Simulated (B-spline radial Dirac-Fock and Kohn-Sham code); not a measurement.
## Mg⁷⁺: input and output of one calculation

ΔSCF core binding energies without Breit or QED terms, calculated with an atomic code on a B-spline grid. Keys: rel is the Hamiltonian (dirac, or spin-free x2c and nr, where L3 and M5 stand for the whole 2p and 3d shells), method is hf or an exchange,correlation pair (spin-unpolarised, also for the hole states), nuc the nuclear model, radius_factor scales its radius, rmax is the box in bohr, h the logarithmic mesh step, order the B-spline order, points the quadrature points per cell, c_factor scales the speed of light, and damp, ndamp, maxit and tol steer the iteration. The run stops when the commutator error falls below 10·tol·max(1, Z/10), or the numerical noise floor, and the energy has settled to about 1e-8 Ha; the virial ratio is −V/T.

Input (task.json):

```json
{"items": [{"Z": 12, "q": 7, "cfg": [[1, 0, 2], [2, 0, 2], [2, 1, 1]], "A": 24, "rrms": 3.057, "do": "settings", "holes": ["K", "L3", "M5"],
  "settings": [{"rel": "dirac", "method": "hf", "nuc": "fermi", "radius_factor": 1.2, "rmax": 45.0, "h": 0.3, "order": 8, "points": 10, "c_factor": 1.0, "maxit": 60, "damp": 0.5, "ndamp": 3, "tol": 1e-08}]}]}
```

Command: `python xray2_run.py task.json out`

Ground-state iterations:

```
iter   energy (Ha)        error
   1     -170.86615930  1.31e+00
   2     -172.04552040  1.92e-02
   3     -172.04700753  9.51e-03
   4     -172.04739432  4.73e-03
   5     -172.04753355  5.62e-04
   6     -172.04753429  4.10e-05
   7     -172.04753429  1.93e-06
   8     -172.04753429  1.44e-08
```

The ground state converged in 8 iterations, with total energy -172.04753 Ha, virial ratio 1.99634 and highest orbital energy -266.39 eV. ΔSCF binding energies: K (1s) 1581.6 eV. Holes are computed only in closed shells, and unreliable hole states are left out.
